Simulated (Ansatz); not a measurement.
Reactions of CH₆BNTe (`CB(N)[TeH]`).

Program: Ansatz. Geometries: PBE0-D4/def2-TZVP. ΔE: electronic, gas phase. CCSD(T)/CBS adds triple-zeta CCSD(T) − MP2 to the extrapolated MP2 energy (def2 sets, frozen cores). DFT in def2-TZVPP. B3LYP here is the variant with VWN-RPA as its local correlation; programs differ in this. def2 core potentials past Kr. For Ge, Te outer-core shells are correlated without core-valence functions, which leaves a few kJ/mol of doubt a bond. Scalar relativity is left out up to krypton. Each species was taken in one conformer, which may not be the lowest.

| reaction | PBE-D4 (kcal/mol) | B3LYP-D4 (kcal/mol) | B2PLYP (kcal/mol) | CCSD(T)/CBS(def2) (kcal/mol) |
| --- | --- | --- | --- | --- |
| `CB(N)[TeH]` + `C[S][Al]([NH2])[F]` → `[NH2][Al]([F])[TeH]` + `CSB(C)N` | -6.5 | -6.0 | -6.2 | -5.8 |
| `CB(N)[TeH]` + `[OH][GeH3]` → `[OH][GeH2][TeH]` + `CBN` | -6.4 | -6.9 | -6.7 | -5.2 |
| `CB(N)[TeH]` + `COC=S` → `COC(=S)[TeH]` + `CBN` | 15.0 | 16.1 | 17.3 | 17.9 |
| `CB(N)[TeH]` + `CC[SiH3]` → `CC[SiH2][TeH]` + `CBN` | -4.4 | -4.4 | -4.0 | -3.9 |
| `CB(N)[TeH]` + `C[SiH2]F` → `F[SiH2]C[TeH]` + `CBN` | 20.6 | 19.7 | 20.2 | 20.1 |

Largest T1 diagnostic: 0.017, for `COC=S`.
